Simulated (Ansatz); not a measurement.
Consider the ligand exchange at a B–F bond: `CB(F)C(N)F` + H₂S → `CB(S)C(N)F` + H–F.

Computed with Ansatz on PBE0-D4/def2-TZVP structures; ΔE is electronic, products minus reactants. CBS: MP2 limit from def2 TZ/QZ plus the TZ coupled-cluster correction, frozen cores. This one scheme is used for every species. One conformer a species, not always the lowest.

```tsv
level	ΔE (kcal/mol)
CCSD(T)/def2-TZVPP	11.1
HF/def2-QZVPP	19.7
```

(1) What does CCSD(T)/CBS give? (Estimate.)

Largest T1 diagnostic among the species: 0.013.

Answers

(1) The calculation gave: +9.9 kcal/mol. The listed levels differ from it by 1.2, 9.8 kcal/mol.

In def2-TZVPP, CCSD(T) changes the Hartree–Fock value by −8.3 kcal/mol (the triples alone add −1.5 kcal/mol) and MP2 by −10.5 kcal/mol. The D4 term adds −2.6 kcal/mol with B3LYP and −1.4 kcal/mol with PBE0; it sums over pairs of atoms, weighted by their polarisabilities, and B3LYP, whose exchange is more repulsive, gets the larger term.

B3LYP here is the variant with VWN-RPA as its local correlation; programs differ in this.
